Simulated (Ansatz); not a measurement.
```yaml
crystal:
  periodic: [false, false, false]
  atoms:
    - {symbol: O, position_ang: [1.897515, 0.380006, 0.518027]}
    - {symbol: B, position_ang: [1.665059, -0.504353, -0.472224]}
    - {symbol: F, position_ang: [2.732843, -1.056452, -1.034492]}
    - {symbol: S, position_ang: [0.069118, -1.064256, -1.164537]}
    - {symbol: Sn, position_ang: [-1.584153, 0.149090, 0.088351]}
    - {symbol: H, position_ang: [1.111386, 0.767316, 0.913922]}
    - {symbol: H, position_ang: [-2.467698, 1.126706, -0.986432]}
    - {symbol: H, position_ang: [-2.580299, -0.970553, 0.891542]}
    - {symbol: H, position_ang: [-0.755270, 1.126197, 1.228642]}
basis:
  gaussian: {orbitals: def2-SVPD, fitting: {mean_field: cc-pVTZ-jkfit}}
magnetization: {spin_polarized: true, initial_magnetization: 0}
hamiltonian: {xc: {name: HF}}
output: {forces: true}
```

```sh
$ ansatz run in.yaml --threads 4 --pin off --events-out ev --progress --plain --max-ram 10444MiB
```

Question: How does Ansatz answer? (An estimate is asked.)

Answer: Ansatz gave: The program refused the input.
```
Functional definition: HF
Error: <dir> the basis set cc-pVTZ-JKFIT has no functions for Sn
```
